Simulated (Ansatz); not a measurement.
CH7FSSi2 (`C[SiH](F)S[SiH3]`), relaxed with RKS PBE-D4/def2-SVP in Ansatz from a rough embedded geometry. The force threshold is 0.03 eV/Å; the program also tests the step.

Total charge 0; spin multiplicity 1.

Start:

```xyz
12

C    -1.508    0.030    1.045
Si   -0.216   -1.113    0.500
F    -0.573   -1.529   -0.979
S     1.774   -0.253    0.521
Si    1.517    0.906   -1.242
H    -1.557    0.947    0.482
H    -2.467   -0.430    1.101
H    -1.243    0.384    2.104
H    -0.186   -2.370    1.371
H     2.685    1.767   -1.352
H     0.279    1.705   -1.146
H     1.496   -0.045   -2.405
```

**Question.** How much energy does the relaxation release, and in how many steps? (Best estimate.)

**Answer.** The calculation gave: 28.35 kJ/mol, in 8 steps, 1 of them rejected.

**Question.** Which bonds change most? (Estimate.)

**Answer.** Ansatz gave: Si2–F3 from 1.577 to 1.648 Å; C1–Si2 from 1.810 to 1.868 Å; Si5–H10 from 1.456 to 1.502 Å; S4–Si5 from 2.125 to 2.171 Å.

**Question.** Give the relaxed structure. (Estimate.)

**Answer.** The calculation gave: 
```xyz
12

C    -1.526    0.065    1.169
Si   -0.240   -1.133    0.536
F    -0.646   -1.532   -1.010
S     1.748   -0.299    0.508
Si    1.566    0.872   -1.312
H    -1.558    0.980    0.544
H    -2.530   -0.406    1.154
H    -1.291    0.362    2.211
H    -0.162   -2.389    1.352
H     2.681    1.877   -1.257
H     0.243    1.586   -1.359
H     1.716    0.018   -2.537
```
